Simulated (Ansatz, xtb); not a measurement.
# Relative energy of two isomers of CH4F4GeSi

Structure I: `F[SiH2][GeH2][C](F)(F)F`, a singlet. Structure II: `[F][GeH2][SiH2]C(F)(F)F`, a singlet. Both are isolated molecules in the gas phase, relaxed with PBE-D3(BJ)/def2-SVP; the shapes shown needn't be the lowest conformers.

I (Å):

```xyz
11

C    -1.0836   -0.7477   -1.0689
F    -2.1271   -0.0885    3.7102
F    -0.2391   -1.4255   -1.8797
F    -0.9402    0.5761   -1.3425
F    -2.3513   -1.0951   -1.4155
Ge   -0.7539   -1.1113    0.8869
Si   -2.3498    0.1890    2.1045
H    -2.1463    1.6524    1.8376
H    -3.7472   -0.2180    1.7360
H     0.7104   -0.7024    1.1772
H    -0.9297   -2.6351    1.0941
```

II (Å):

```yaml
atoms:
  - { symbol: C, position_ang: [-0.1153, 2.0277, 0.4399] }
  - { symbol: F, position_ang: [-1.0762, -2.5738, 1.9632] }
  - { symbol: F, position_ang: [-0.8498, 1.9276, -0.7023] }
  - { symbol: F, position_ang: [0.9178, 2.8648, 0.1877] }
  - { symbol: F, position_ang: [-0.9085, 2.6258, 1.3729] }
  - { symbol: Ge, position_ang: [-1.5790, -0.9503, 1.4720] }
  - { symbol: Si, position_ang: [0.4430, 0.2664, 1.0521] }
  - { symbol: H, position_ang: [-2.4532, -1.1256, 0.2024] }
  - { symbol: H, position_ang: [-2.4021, -0.3706, 2.6523] }
  - { symbol: H, position_ang: [1.2619, -0.3611, -0.0360] }
  - { symbol: H, position_ang: [1.2566, 0.4506, 2.2984] }
```

Quicker runs give these differences E(II) − E(I): GFN2-xTB +70.5 kJ/mol; HF/STO-3G +43.4 kJ/mol (at GFN2-xTB geometries); r2SCAN-D4/def2-SVP +55.8 kJ/mol (at GFN2-xTB geometries).

Task: Estimate E(II) − E(I) at the level CCSD(T)/def2-SVP + ΔMP2/def2-TZVPP.

Result: Calculated at CCSD(T)/def2-SVP + ΔMP2/def2-TZVPP: E(II) − E(I) = +65.5 kJ/mol, so structure I lies lower.

How the difference moves with the method:

| level | geometry | E(II) − E(I) (kJ/mol) | departure from the last row (kJ/mol) | job, with rough time for the two |
| --- | --- | --- | --- | --- |
| GFN2-xTB | GFN2-xTB | +70.5 | +5.0 | optimisation, 0.78 s |
| HF/STO-3G | GFN2-xTB | +43.4 | −22.1 | single point, 0.58 s |
| r2SCAN-D4/def2-SVP | GFN2-xTB | +55.8 | −9.6 | single point, 3 s |
| PBE-D3(BJ)/def2-SVP | PBE-D3(BJ)/def2-SVP | +50.5 | −15.0 | optimisation, 45 s |
| HF/def2-SVP | PBE-D3(BJ)/def2-SVP | +51.7 | −13.8 | part of the CCSD(T) run |
| MP2/def2-SVP | PBE-D3(BJ)/def2-SVP | +54.9 | −10.5 | part of the CCSD(T) run |
| CCSD(T)/def2-SVP | PBE-D3(BJ)/def2-SVP | +52.4 | −13.0 | single point |
| CCSD(T)/def2-SVP + ΔMP2/def2-TZVPP | PBE-D3(BJ)/def2-SVP | +65.5 |  | single point, 54 s |

As drawn, II has 1 F–Ge, 1 C–Si in place of 1 F–Si, 1 C–Ge.

None of the levels shown reverses the order. The largest departure from CCSD(T)/def2-SVP + ΔMP2/def2-TZVPP is that of HF/STO-3G, 22.1 kJ/mol. The last row adds to CCSD(T) the change of the MP2 difference between the two basis sets, here +13.0 kJ/mol, a large step that makes the value less sure.

With thermal terms from frequencies at re-optimised GFN2-xTB minima (ideal gas, soft modes damped towards free rotors, one conformer each, 298.15 K, 1 atm): on the last row, ΔE + ΔZPE = +62.1, ΔH = +62.4, ΔG = +62.0 kJ/mol.

The correlated steps freeze 19 core orbitals; the filled d shell of Ge is correlated, in a basis made for valence electrons. Programs: Ansatz 0.2.0, xtb 6.7.1; the last row on 2 threads of Intel(R) Xeon(R) 6975P-C (Granite Rapids) on a shared host.
